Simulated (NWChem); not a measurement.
C4H2N2; SMILES C#C/C=N/C#N

Computed with NWChem. Pople sets run with spherical d functions. Coordinates come from a PBE0/def2-SVP optimisation. Level: PBE/6-31G* with SMD (1 M gas to 1 M solution), gas-phase geometry.

### Question
Order these by “dipole in solution (D)”, lowest first: N,N-dimethylformamide; toluene; 1-octanol.

### Answer
toluene (6.14), 1-octanol (6.86), N,N-dimethylformamide (7.06)
